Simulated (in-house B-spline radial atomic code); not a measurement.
A fraction x of an electron is moved 5p → 5f in Yb IV (Yb3+), starting from [Xe] 4f13 and keeping the highest spin. Level of theory: scalar-relativistic (X2C) LDA VWN5, spin-polarised, spherical fractional occupations, Fermi nucleus of rms radius 5.3108 fm; calculated with a B-spline radial code for spherical atoms.

```
    x  E(x) - E(0) (eV)  5p down level (eV)  5f up level (eV)
    0            0.0000             -57.285                 -
0.125            6.0402             -58.300            -9.837
 0.25                 ?                   ?                 ?
0.375           18.2863             -60.244           -10.696
  0.5           24.5168             -61.175           -11.033
0.625           30.8218             -62.079           -11.340
 0.75                 ?                   ?                 ?
0.875           43.6545             -63.813           -11.895
    1           50.1803             -64.645           -12.152
```

Q: What belongs in the row x = 0.25?

A: An energy change of 12.1289 eV; 5p down at -59.287 eV, 5f up at -10.312 eV.

Q: What belongs in the row x = 0.75?

A: An energy change of 37.2013 eV; 5p down at -62.958 eV, 5f up at -11.626 eV.

Q: Check Janak's theorem between x = 0.375 and 0.5.

A: The slope of the energy is 49.84 eV; the orbital levels give 49.84 eV (ε of the receiving orbital less ε of the emptying one, averaged over the two points).
